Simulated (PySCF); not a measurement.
**Two-dimensional NMR puzzle**

Compound of formula C₄H₈FN₂PSi. Correlations simulated from computed shifts and the bond graph:

HSQC (one-bond C–H):
```
  δH     δC
8.62  169.6
0.53   -1.8
```

COSY cross peaks (H two or three bonds apart, from the bond graph; peaks can be absent where the dihedral angle is near 90°):
```
  δH    δH
4.95  0.53
```

HMBC (two and three bonds, from the bond graph; two-bond peaks within aromatic rings are usually weak or absent):
```
  δH           δC
8.62        197.5
4.95  169.6, -1.8
0.53         -1.8
```

Carbons without hydrogens: δ 197.5.

Gas phase, a single conformation, equivalent nuclei averaged, relativity neglected. σ from GIAO-B97-2/pcSseg-1; geometry: PBE0-D3(BJ)/def2-SVP; PySCF 2.14.0 with density-fitted response routines.

Chemical shifts δ = σref − σ; TMS for $^{1}$H (31.38 ppm) and $^{13}$C (183.69 ppm), all at this level.

Exchangeable hydrogens are left out of these lists.

Q: Work out the connectivity.

A: `C[SiH](C)N1C=PC(F)=N1`.

Atoms are numbered as in `[CH3:1][SiH:2]([CH3:3])[n:4]1[cH:5][p:6][c:7]([F:8])[n:9]1`; H(Xn) means a hydrogen on atom n.

- δC 197.5 is C7, a ring carbon next to a ring phosphorus.
- δC 169.6 is C5, a ring CH next to a ring phosphorus (δH 8.62).
- δC -1.8 is C1/C3, a methyl carbon bonded to Si (δH 0.53).
- HMBC from δH 8.62 reaches the proton-free carbon C7.
- COSY links 4.95–0.53.

The data come from this structure; uniqueness wasn't tested.

Shifts are as computed. Against solution values, carbons near 30 ppm lie about +1 ppm off and those near 130 ppm about +2 ppm (rms about the fit 1.9 ppm; single classes can miss by 10 ppm). Of 1328 compounds with measured shifts, 309 miss one by over three times the rms of a fit or turn the order of signals round; such compounds aren't used in these exercises. Signals without a measured value on file couldn't be tested in this way.
